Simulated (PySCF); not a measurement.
Relaxation of doublet InO2

Computed with UPBE0/[In def2-TZVP with ECP28, O def2-TZVP], scalar-relativistic core potentials, density fitting, no spin–orbit coupling, PySCF. A (50,194) grid was used.

A hand-made linear start, of D∞h symmetry, held to at least that symmetry:

```xyz
3
charge 0 multiplicity 2, angstrom
In    0.0000    0.0000    0.0000
O     0.0000    0.0000    1.9300
O     0.0000    0.0000   -1.9300
```

Optimiser trace:
```csv
step,E − E(last) (kJ/mol),largest gradient (Eh/bohr)
0,10.96,0.03089
1,0.00,0.00010
2,0.00,0.00002
```

It ends at D∞h with In–O 1.862 Å (×2); O–In–O 180.0°. No frequency check is given, so it may be a saddle point. Other isomers or separated fragments may lie lower.

Final geometry:
Coordinates in bohr (charge 0 multiplicity 2):
```
In    0.0000    0.0000    0.0000
O     0.0000    0.0000    3.5196
O     0.0000    0.0000   -3.5196
```

No spin–orbit coupling is included, which matters more the heavier the element.

The relaxation took 6.1 s on 4 threads of a shared Arm Neoverse V1 host, with 112 basis functions and 3 gradients; the process peaked at 0.54 GiB. Launch command: `OMP_NUM_THREADS=4 python axn.py task.json out`.
